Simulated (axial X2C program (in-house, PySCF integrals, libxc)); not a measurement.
# Excited states of BeBr⁺ by EOM-EE-CCSD

Calculated with an axial X2C code built on PySCF integrals: two-component X2C with atomic mean-field Coulomb and Gaunt terms, Gaussian nuclei, basis Br dyall-acv3z, Be dyall-acv3z with contracted cores.

R = 1.860 Å (near the PBE0 minimum at charge 1 of the determinant lowest at the starting distance; the state shown can have its own minimum elsewhere).

Hartree–Fock spinors of BeBr⁺ (one of each Kramers pair; a window near the gap, which can cut inner shells):

```
  ω  occupied  ε (eV)                     character
1/2       yes  -20.24   70% Br p, 12% Be s, 8% Be p
1/2       yes  -17.94   74% Br p, 12% Be p, 8% Be d
3/2       yes  -17.60   74% Br p, 13% Be p, 8% Be d
1/2        no   -7.75   44% Be s, 40% Be p, 8% Br p
1/2        no   -4.40  65% Be p, 14% Br d, 12% Be d
3/2        no   -4.38  64% Be p, 14% Br d, 13% Be d
1/2        no   -2.49   82% Be s, 11% Be p, 3% Br d
1/2        no   -2.34   71% Be p, 16% Be d, 6% Br s
3/2        no   -1.91    90% Be p, 7% Br p, 3% Br d
```

Vertical excitation energies from the closed-shell determinant state of BeBr⁺:

```
 Ω  excitation (eV)   cm⁻¹        hole of the leading pair     particle of the leading pair  weight of the pair (for Ω = 0 its time-reversed partner can hold as much again)  singles weight
 2            3.283  26476  74% Br pπ, 13% Be pπ, 8% Be dπ   46% Be sσ, 34% Be pσ, 9% Br pσ                                                                             0.93            0.93
 1            3.339  26933  74% Br pπ, 13% Be pπ, 8% Be dπ   45% Be sσ, 34% Be pσ, 9% Br pσ                                                                             0.88            0.93
0⁻            3.570  28795  73% Br pπ, 12% Be pπ, 8% Be dπ   46% Be sσ, 34% Be pσ, 9% Br pσ                                                                             0.46            0.93
0⁺            3.580  28875  74% Br pπ, 12% Be pπ, 8% Be dπ   46% Be sσ, 34% Be pσ, 9% Br pσ                                                                             0.46            0.93
 1            3.655  29482  73% Br pπ, 12% Be pπ, 8% Be dπ   45% Be sσ, 35% Be pσ, 9% Br pσ                                                                             0.88            0.93
0⁻            5.131  41382  70% Br pσ, 13% Be sσ, 8% Be pσ  46% Be sσ, 32% Be pσ, 10% Br pσ                                                                             0.35            0.95
 1            5.132  41390  70% Br pσ, 13% Be sσ, 8% Be pσ  46% Be sσ, 32% Be pσ, 10% Br pσ                                                                             0.69            0.95
0⁺            5.791  46706  70% Br pσ, 13% Be sσ, 8% Be pσ   44% Be sσ, 38% Be pσ, 8% Br pσ                                                                             0.43            0.92
 1            5.875  47383  74% Br pπ, 13% Be pπ, 8% Be dπ   64% Be pπ, 19% Br dπ, 9% Br pπ                                                                             0.55            0.94
0⁻            5.881  47431  74% Br pπ, 13% Be pπ, 8% Be dπ   63% Be pπ, 19% Br dπ, 9% Br pπ                                                                             0.27            0.94
 3            5.924  47778  74% Br pπ, 13% Be pπ, 8% Be dπ   64% Be pπ, 18% Br dπ, 9% Br pπ                                                                             0.94            0.94
```

This point took 11 s on 1 thread of Arm Neoverse V2 (shared host).

Reference electrons by ω block (each with its −ω partner): 1/2: 13, 3/2: 5, 5/2: 1. 8 electrons of BeBr⁺ correlated (inner shells frozen), 88 natural virtual spinors (a truncated set); levels can be off by some tenths of an eV. Roots sought by Ω: (0: 5, 1: 4, 2: 3, 3: 1); rows need 60 % singles weight and stop where some Ω has no more roots. Missing are any skipped roots, higher Ω and states of a further excitation; these come out far too high here and may in truth be low or lowest. T1 of the reference 0.015 (Lee–Taylor). Number of frozen shells: Br 3 s, 2 p, 1 d; Be 1 s.
